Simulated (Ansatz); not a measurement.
## One elementary step

Start structure (BSi₂NH₈Cl₂O, closed shell), relaxed at PBE0-D4/def2-TZVP:

```json
{"atom": "B1", "x (Å)": "-0.2404", "y (Å)": "-1.3121", "z (Å)": "0.0129"}
{"atom": "Cl2", "x (Å)": "0.6032", "y (Å)": "-2.3191", "z (Å)": "1.2023"}
{"atom": "Cl3", "x (Å)": "-0.7279", "y (Å)": "-2.1025", "z (Å)": "-1.4963"}
{"atom": "N4", "x (Å)": "-0.5928", "y (Å)": "0.0120", "z (Å)": "0.2930"}
{"atom": "Si5", "x (Å)": "-0.0571", "y (Å)": "0.7294", "z (Å)": "1.8107"}
{"atom": "Si6", "x (Å)": "-1.4111", "y (Å)": "0.9529", "z (Å)": "-0.9522"}
{"atom": "H7", "x (Å)": "2.7806", "y (Å)": "-1.0618", "z (Å)": "-0.6023"}
{"atom": "O8", "x (Å)": "2.2221", "y (Å)": "-0.4893", "z (Å)": "-1.1344"}
{"atom": "H9", "x (Å)": "-0.5107", "y (Å)": "2.1405", "z (Å)": "1.8062"}
{"atom": "H10", "x (Å)": "1.4199", "y (Å)": "0.6837", "z (Å)": "1.9211"}
{"atom": "H11", "x (Å)": "-0.6708", "y (Å)": "0.0208", "z (Å)": "2.9591"}
{"atom": "H12", "x (Å)": "-0.5976", "y (Å)": "1.0070", "z (Å)": "-2.1894"}
{"atom": "H13", "x (Å)": "-1.5868", "y (Å)": "2.3227", "z (Å)": "-0.4138"}
{"atom": "H14", "x (Å)": "-2.7409", "y (Å)": "0.3681", "z (Å)": "-1.2481"}
{"atom": "H15", "x (Å)": "2.1101", "y (Å)": "-0.9522", "z (Å)": "-1.9686"}
```

The step: BSi₂NH₆Cl₂ ([SiH3][N]([SiH3])[B]([Cl])[Cl]) + H₂O → BSi₂NH₇ClO ([OH][B]([Cl])[N]([SiH3])[SiH3]) + HCl; bonds formed: B1–O8, Cl2–H7; bonds broken: B1–Cl2, H7–O8. Program: Ansatz 0.2.0. Basis: def2-TZVPP and def2-QZVPP. Cores are frozen in the correlated methods. Extrapolation: Hartree–Fock as exp(−7.88 √X), correlation as X^−2.97. Energies below are by CCSD(T) at an estimated basis limit (MP2 extrapolated from triple and quadruple zeta, plus CCSD(T) − MP2 in triple zeta).

(1) What are the electronic barrier and the energy of the step, from the start structure to the end structure? (To be estimated.)

No T1 diagnostic of these runs exceeds 0.012.

Results:

(1) Computed: Barrier 0.786 eV; step energy -0.426 eV (downhill); reverse barrier, their difference, 1.213 eV. Barrier and step energy count from the start structure, the reverse barrier from the end structure.

The saddle point: One imaginary mode of 606i cm⁻¹.
```json
{"pair": "B1–O8", "start (Å)": "2.84", "saddle (Å)": "1.52", "end (Å)": "1.37"}
{"pair": "Cl2–H7", "start (Å)": "3.09", "saddle (Å)": "1.67", "end (Å)": "1.29"}
{"pair": "B1–Cl2", "start (Å)": "1.77", "saddle (Å)": "2.34", "end (Å)": "3.98"}
{"pair": "H7–O8", "start (Å)": "0.96", "saddle (Å)": "1.12", "end (Å)": "1.91"}
```

Zero-point energy (harmonic, PBE0-D4): ZPE is 2.387 eV at the start and 2.358 eV at the saddle, so the barrier goes from 0.786 to 0.757 eV.

The step is the kind of ligand exchange by which a precursor binds to a hydroxyl group, or is hydrolysed, in atomic layer deposition of oxides. Here a small cluster stands in for the surface site.

Labels in which every atom is bracketed show which atoms are joined, not bond orders.

For scale, one of the runs: CCSD(T)/def2-TZVPP, 373 basis functions, launched by `ansatz run in.yaml --threads 4 --pin off --events-out ev --progress --plain --max-ram 46080MiB --backend cuda --devices 0, --max-vram 37GiB`. The run took 8.5 s on 4 CPU threads of an AMD EPYC 7R13 and a share of one NVIDIA H100 (shared host), with 0.92 GiB of host memory at its peak.
